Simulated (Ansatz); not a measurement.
C2H5O (SMILES [CH2]OC) moved off its minimum; all values from Ansatz (a program for electronic structure), cores frozen in correlated methods. Open shells are unrestricted.
(charge 0, multiplicity 2)
```xyz
8

C      1.2057    -0.1720    -0.0049
O     -0.0105     0.0433     0.5120
C     -1.1001     0.0968    -0.3517
H      1.3529     0.0771    -1.0695
H      2.0610    -0.1117     0.6614
H     -0.9388     0.8845    -1.1057
H     -1.1823    -0.8954    -0.8561
H     -1.9958     0.3026     0.2576
```

| level | largest force (eV/Å) | on atom | rms difference from CCSD(T)/cc-pVTZ (eV/Å) | dipole (D) |
|---|---|---|---|---|
| HF/def2-TZVPP | 1.34 | C1 | 0.270 | 1.26 |
| PBE/def2-TZVPP | 1.80 | O2 | 0.153 | 1.21 |
| r2SCAN/def2-TZVPP | 1.70 | O2 | 0.072 | 1.19 |
| B3LYP/def2-TZVPP | 1.58 | O2 | 0.114 | 1.24 |
| wB97M-V/def2-TZVPP | 1.59 | O2 | 0.121 | 1.26 |
| MP2/cc-pVTZ | 1.81 | O2 | 0.074 | 1.22 |
| CCSD(T)/cc-pVTZ | 1.91 | O2 | 0.000 | 1.21 |

The differences count from one level among others, with limits of its own. Forces at CCSD(T)/cc-pVTZ (eV/Å):

```tsv
atom	Fx	Fy	Fz
C1	0.628	0.019	-1.435
O2	0.305	0.298	1.859
C3	-0.256	-0.618	-0.890
H4	-0.088	-0.145	0.475
H5	-0.438	0.024	0.149
H6	-0.256	-0.164	0.091
H7	-0.293	0.666	0.112
H8	0.398	-0.080	-0.362
```
